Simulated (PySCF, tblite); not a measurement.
Isomers of C4H5N3O, one GFN2-xTB conformer each. Single-point energies are computed at PBE0/pcSseg-1 (PySCF, gas phase, no added dispersion term), electronic only.

Problem. Rank them by PBE0/pcSseg-1 energy, lowest first (kJ/mol).
A. `[CH3:1][O:2][c:3]1[n:4][cH:5][cH:6][n:7][n:8]1` with C1–O2–C3–N4 180°
B. `[CH3:1][O:2][c:3]1[cH:4][cH:5][n:6][n:7][n:8]1` with C1–O2–C3–C4 180°
C. `[CH3:1][C:2](=[O:3])[c:4]1[cH:5][n:6][n:7][nH:8]1` with C1–C2–C4–C5 0°
D. `[CH3:1][n:2]1[cH:3][n:4][c:5]([CH:6]=[O:7])[n:8]1` with N4–C5–C6–O7 180°

Solution. D (0.0), C (27.8), A (84.3), B (152.9).

As drawn, the lowest has a C=O bond, which the highest lacks. GFN2-xTB itself gives, in the same order: 0.0, 46.3, 37.7, 94.0. Both levels put the same isomer lowest; measured from each level's own lowest isomer, the values differ by up to 58.9 kJ/mol (COc1ccnnn1: 94.0 against 152.9).

Problem. Which frontier levels, dipoles and rotational constants go with these structures?

Solution. 
| SMILES | HOMO (eV, PBE0/pcSseg-1) | LUMO (eV) | dipole (D) | A, B, C (MHz) |
| --- | --- | --- | --- | --- |
| Cn1cnc(C=O)n1 | -7.51 | -1.60 | 5.96 | 5578, 1468, 1171 |
| CC(=O)c1cnn[nH]1 | -7.97 | -2.07 | 2.88 | 5101, 1618, 1238 |
| COc1nccnn1 | -6.84 | -1.99 | 0.72 | 5458, 1773, 1349 |
| COc1ccnnn1 | -7.03 | -1.77 | 4.15 | 5525, 1711, 1317 |

Problem. What happens when harmonic zero-point energies from GFN2-xTB frequencies are added?

Solution. 
| SMILES | ZPE (kJ/mol) | electronic (kJ/mol) | with ZPE (kJ/mol) |
| --- | --- | --- | --- |
| Cn1cnc(C=O)n1 | 245.1 | 0.0 | 0.0 |
| CC(=O)c1cnn[nH]1 | 246.3 | 27.8 | 29.1 |
| COc1nccnn1 | 244.3 | 84.3 | 83.6 |
| COc1ccnnn1 | 243.3 | 152.9 | 151.1 |

The zero-point energies span 3.0 kJ/mol. The order is unchanged.
